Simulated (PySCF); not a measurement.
**Caesium: a sound run and one with changed settings**

Sound run: Cs(2+) [Kr] 4d10 5s2 5p5, Cs(3+) [Kr] 4d10 5s2 5p4. Computed with PySCF 2.14 in def2-SVP with the def2 core potential (46 electrons) (5s3p2d, 24 functions), with a scalar-relativistic core potential. The sound run starts from symmetry-adapted Hartree-Fock orbitals and uses a fine grid where one is needed.

Changed run: 26 angular points. This setting is unsound on purpose.

```
species  method  sound run (hartree)  changed run (hartree)  converged
 Cs(2+)     UHF            -18.88852              -18.88852        yes
 Cs(2+)  r2SCAN            -19.13532              -19.13673        yes
 Cs(2+)     LDA            -19.05114              -19.05124        yes
 Cs(3+)     UHF            -17.69403              -17.69403        yes
 Cs(3+)  r2SCAN            -17.89892              -17.89992        yes
 Cs(3+)     LDA            -17.81935              -17.81947        yes
```

Ionisation energy of Cs(2+):

```json
{"method": "UHF", "sound run (eV)": "32.504", "changed run (eV)": "32.504"}
{"method": "r2SCAN", "sound run (eV)": "33.644", "changed run (eV)": "33.655"}
{"method": "LDA", "sound run (eV)": "33.519", "changed run (eV)": "33.518"}
```

A coarse angular grid integrates products of high-l functions wrongly, so density functionals can shift, and the SCF can exploit the error; Hartree-Fock and MP2 need no grid.

For comparison, NIST gives 33.195 eV between the lowest levels.
